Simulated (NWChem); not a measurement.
SiPH4, doublet; SMILES [SiH3][PH]

```xyz
6

Si     0.0213     1.0513     0.0000
P      0.0684    -1.2096     0.0000
H     -0.6945     1.5625     1.2114
H      1.4195     1.5748     0.0062
H     -0.6833     1.5617    -1.2183
H     -1.3650    -1.2736    -0.0001
```
Atoms are numbered in this order, from 1.

Program: NWChem. Spin-unrestricted. All runs use the structure optimised with PBE0/def2-SVP, spin-unrestricted. No stability test was run on the SCF state.

Question: Predict the results for BLYP/def2-TZVP. Quantities: highest occupied level (eV); lowest empty minus highest occupied level, either spin (eV); dipole (D); <S²>.

Answer: 
```json
{
 "highest occupied level (eV)": "-5.76",
 "lowest empty minus highest occupied level, either spin (eV)": "1.40",
 "dipole (D)": "0.51",
 "<S²>": "0.754"
}
```
